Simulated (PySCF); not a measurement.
PySCF 2.14 output of an unrestricted M06 calculation on a single atom or ion in def2-QZVPPD with the def2 core potential (28 electrons), with a scalar-relativistic core potential:

```
SCF conv_tol = 1e-09
number electrons alpha = 13  beta = 11
    Y. Zhao and D. G. Truhlar.,  Theor. Chem. Acc. 120, 215 (2008)
    Y. Zhao and D. G. Truhlar.,  Theor. Chem. Acc. 120, 215 (2008)
cycle= 1 E= -328.208716645452  delta_E= -0.00639  |g|= 0.0193  |ddm|= 0.365
cycle= 2 E= -328.208844672983  delta_E= -0.000128  |g|= 0.00318  |ddm|= 0.0244
cycle= 3 E= -328.208849949842  delta_E= -5.28e-06  |g|= 0.000765  |ddm|= 0.00417
cycle= 4 E= -328.208850332056  delta_E= -3.82e-07  |g|= 0.000213  |ddm|= 0.00153
cycle= 5 E= -328.208850340617  delta_E= -8.56e-09  |g|= 2.44e-05  |ddm|= 0.000211
cycle= 6 E= -328.208850340774  delta_E= -1.57e-10  |g|= 2.67e-06  |ddm|= 4.13e-05
converged SCF energy = -328.208850340774  <S^2> = 2.0022169  2S+1 = 3.0014776
```

The run itself started from symmetry-adapted Hartree-Fock orbitals and held the occupation by maximum overlap, on a logarithmic radial grid, so the iterations belong to that start.

Which element, charge and spin multiplicity is this?

Xe²⁺ (xenon, charge +2), multiplicity 3; the state was [Kr] 4d10 5s2 5p4, high-spin 3P determinant.

Energies and moments cover only the electrons outside the core potential.
